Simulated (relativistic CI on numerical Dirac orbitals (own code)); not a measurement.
# Forbidden lines of Hg32+

Computed by Dirac-Coulomb-Breit CI, separate exchange-only KLI orbitals for each configuration, model QED, unscaled Slater integrals (own radial code, finite nucleus).

Configuration list (outside the closed core [Ar] 3d10): 4s²4p⁶4d¹⁰4f², 4s²4p⁶4d⁹4f³, 4s²4p⁶4d¹⁰4f5s, 4s²4p⁶4d¹⁰4f5p, 4s²4p⁵4d¹⁰4f³, 4s²4p⁶4d¹⁰5s², 4s²4p⁶4d¹⁰5s5p, 4s²4p⁶4d¹⁰4f5d, 4s4p⁶4d¹⁰4f³, 4s²4p⁶4d¹⁰5p², 4s²4p⁶4d¹⁰5s5d, 4s²4p⁶4d⁹4f²5s, 4s²4p⁶4d⁹4f5s², 4s²4p⁶4d¹⁰4f5f, 4s²4p⁶4d¹⁰5p5d, 4s²4p⁶4d⁹4f²5p. Levels of other configurations are missing.

```tsv
λ vac (Å)	Lower	Upper	Type	A (s⁻¹)	E lower (eV)	E upper (eV)
52.567	4s²4p⁶4d¹⁰4f² ³H6 [6]	4s²4p⁶4d⁹4f³ ³L°8 [108]	M2	2.81e+03	9.900	245.761
52.955	4s²4p⁶4d¹⁰4f² ³H6 [6]	4s²4p⁶4d⁹4f³ ³K°8 [96]	M2	8.30e+03	9.900	244.032
53.372	4s²4p⁶4d¹⁰4f² ³H6 [6]	4s²4p⁶4d⁹4f³ ³K°8 [85]	M2	1.15e+03	9.900	242.204
53.921	4s²4p⁶4d¹⁰4f² ³H6 [6]	4s²4p⁶4d⁹4f³ ³K°8 [65]	M2	2.90e+03	9.900	239.838
54.541	4s²4p⁶4d¹⁰4f² ³H6 [6]	4s²4p⁶4d⁹4f³ ⁵K°8 [51]	M2	2.14e+03	9.900	237.222
54.792	4s²4p⁶4d¹⁰4f² ¹I6 [11]	4s²4p⁶4d⁹4f³ ³K°8 [85]	M2	1.21e+03	15.922	242.204
791.61	4s²4p⁶4d¹⁰4f² ³P1 [10]	4s²4p⁶4d¹⁰4f² ¹S0 [13]	M1	1.27e+04	14.930	30.592
1203.5	4s²4p⁶4d¹⁰4f² ³H5 [3]	4s²4p⁶4d¹⁰4f² ¹I6 [11]	M1	1.94e+03	5.620	15.922
1312.1	4s²4p⁶4d¹⁰4f² ³F2 [2]	4s²4p⁶4d¹⁰4f² ¹D2 [8]	M1	1.64e+03	3.095	12.544
1375.0	4s²4p⁶4d⁹4f³ ⁵L°9 [42]	4s²4p⁶4d⁹4f³ ³K°8 [96]	M1	1.32e+03	235.014	244.032
1444.8	4s²4p⁶4d⁹4f³ ⁵I°7 [35]	4s²4p⁶4d⁹4f³ ³K°8 [85]	M1	1.11e+03	233.622	242.204
1652.2	4s²4p⁶4d¹⁰4f² ³H4 [1]	4s²4p⁶4d¹⁰4f² ¹G4 [4]	M1	8.11e+02	0.000	7.504
1681.2	4s²4p⁶4d⁹4f³ ⁵L°8 [33]	4s²4p⁶4d⁹4f³ ³M°9 [68]	M1	1.77e+03	232.950	240.325
1786.6	4s²4p⁶4d¹⁰4f² ¹D2 [8]	4s²4p⁶4d¹⁰4f² ³P2 [12]	M1	1.99e+03	12.544	19.484
1947.9	4s²4p⁶4d¹⁰4f² ¹G4 [4]	4s²4p⁶4d¹⁰4f² ³F4 [9]	M1	1.29e+03	7.504	13.869
1986.5	4s²4p⁶4d¹⁰4f² ³F3 [5]	4s²4p⁶4d¹⁰4f² ³F4 [9]	M1	1.47e+03	7.628	13.869
2059.0	4s²4p⁶4d¹⁰4f² ³H6 [6]	4s²4p⁶4d¹⁰4f² ¹I6 [11]	M1	4.63e+02	9.900	15.922
2206.1	4s²4p⁶4d¹⁰4f² ³H4 [1]	4s²4p⁶4d¹⁰4f² ³H5 [3]	M1	2.09e+03	0.000	5.620
2735.3	4s²4p⁶4d¹⁰4f² ³F2 [2]	4s²4p⁶4d¹⁰4f² ³F3 [5]	M1	1.02e+03	3.095	7.628
2896.7	4s²4p⁶4d¹⁰4f² ³H5 [3]	4s²4p⁶4d¹⁰4f² ³H6 [6]	M1	7.83e+02	5.620	9.900
```

Terms are leading LS components. Brackets give the number of a level in order of energy, since labels repeat. The list gives strong lines, with weight on those to low levels, among the lowest 200 of 1671 levels, so that lines to higher ones, which can be the strongest, are missing. Levels whose partners in the same complex of configurations lie outside the list can be far off, and so can their lines. Rates are taken at the computed energies, electric ones in the length gauge.

At this charge energies of transitions that change n are usually good to better than 1 %, and those within a shell (Δn = 0) to a few per cent. Terms inside the open d or f shell come out 10 to 20 % too wide with unscaled integrals.

LS names give the leading component of a level, which can be under half, so a name can repeat, a term be missing and a line seem to break the LS rules.
